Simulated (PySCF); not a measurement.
C4H5F2O3 (charge -1).
Z-matrix (Å and degrees, GFN2-xTB geometry), rows numbered from 1:
```
C 
C   1  1.5181
O   2  1.4542  1  106.59
C   3  1.3249  2  115.30  1  -178.34
F   4  1.3563  3  109.20  2   162.86
F   4  1.3966  3  111.45  2   -84.14
C   2  1.6090  1  109.55  3  -125.45
O   7  1.2313  2  112.60  1   -58.82
O   7  1.2334  2  116.71  1   122.25
H   1  1.0875  2  109.11  3    56.32
H   1  1.0901  2  111.50  3   -64.14
H   1  1.0870  2  107.97  3   174.93
H   2  1.1004  1  110.10  3   116.86
H   4  1.0991  3  116.44  2    38.82
```

Structure optimised with GFN2-xTB, isolated species.

Masses are those of the commonest isotopes; rigid-rotor values at the optimised geometry. The values belong to one conformer with, in the numbering `[CH3:1][C@H:2]([O:3][CH:4]([F:5])[F:6])[C:7](=[O:8])[O-:9]`, C1–C2–O3–C4 -178°, C2–O3–C4–F5 163°, C1–C2–C7–O8 -59°.

Q: What are A, B and C (MHz)?

A: Ia = 187.06, Ib = 486.37, Ic = 552.63 u·Å²; 505379 MHz·u·Å²/I gives A = 2702, B = 1039, C = 914.5 MHz.

Q: What kind of rotor is it?

A: An asymmetric top: κ = (2 × 1039 − 2702 − 914.5)/(2702 − 914.5) = -0.86.

Q: What does the inertial defect say?

A: Not planar: Δ = Ic − Ia − Ib = -120.80 u·Å². For a rigid frame Δ = −2 Σ m c², so Σ m c² = 60.40 u·Å² lies off the ab plane: 4.23 from hydrogen and 56.17 from heavier atoms. The atom farthest from that plane is 1.56 Å away.

Q: Estimate the classical rotational partition function at 10 K, 50 K and 298.15 K.

A: Point group C1, symmetry number σ = 1; q = (√π/σ)·√((kT/h)³/(ABC)), k/h = 20836.6 MHz/K: 3330 at 10 K, 37200 at 50 K, 542000 at 298.15 K.

Whether it is a minimum is left open (no frequencies). Constants of a rigid frame at the computed geometry: no zero-point averaging, no centrifugal distortion.
